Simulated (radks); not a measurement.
Task: These are the eigenvalues of the occupied orbitals of an atom or ion with whole-number occupations (Ry). All-electron calculation, non-relativistic Kohn-Sham, LB94 model potential, spin-polarised, spherical densities, point nucleus. Program: a radial shooting solver on a logarithmic mesh with Libxc functionals.

| orbital | eigenvalue |
|---|---|
| 1s down | -5375.005 |
| 1s up | -5374.943 |
| 2s up | -1111.549 |
| 2s down | -1111.329 |
| 2p up | -1080.352 |
| 2p down | -1080.345 |
| 3s up | -430.9000 |
| 3s down | -429.1191 |
| 3p up | -417.7326 |
| 3p down | -415.8266 |
| 3d up | -395.5121 |

Which element is it, and in what charge state? The configuration may be excited. Open shells, if any, are filled with parallel spins first.

Result: Z = 77, iridium, charge +55: Ir55+ in [Ar] 3d4. The list shows which subshells hold electrons but not how many an open one holds; the 1s level, -2687.5 hartree, gives Z - s = 73.3 by -(Z - s)^2/2, which with screening narrows Z to a few neighbours, and the depths of the outer levels then fix element, charge and occupations together.
